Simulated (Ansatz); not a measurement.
Wavefunction ladder for C4H9F2Ga (`CC(C)[CH2][Ga]([F])[F]`)

```xyz
16

C     0.777    0.684    1.249
C    -0.451    0.633    0.354
C    -0.172    1.273   -0.998
C    -0.970   -0.794    0.199
Ga    0.293   -2.020   -0.643
F    -0.030   -3.719   -0.915
F     1.892   -1.618   -1.238
H     1.097    1.714    1.420
H     0.582    0.229    2.224
H     1.618    0.156    0.786
H    -1.248    1.209    0.841
H    -1.053    1.245   -1.644
H     0.646    0.755   -1.512
H     0.126    2.318   -0.884
H    -1.227   -1.237    1.167
H    -1.881   -0.828   -0.406
```

Charge 0, multiplicity 1. Correlated methods include outer-core shells of Ga, which these sets cover unevenly. Scalar relativity is left out up to krypton. The structure was optimised at the PBE0-D4/def2-TZVP level. It is one conformer, not always the lowest. Frozen core, restricted reference, Ansatz.

```
     basis      HF (Eh)  MP2 corr.  CCSD corr.       (T)  CCSD(T) total
  def2-SVP  -2278.41562   -1.16380    -1.20823  -0.03216    -2279.65601
def2-TZVPP  -2279.08891   -1.43248           –         –              –
def2-QZVPP  -2279.14621   -1.77201           –         –              –
```
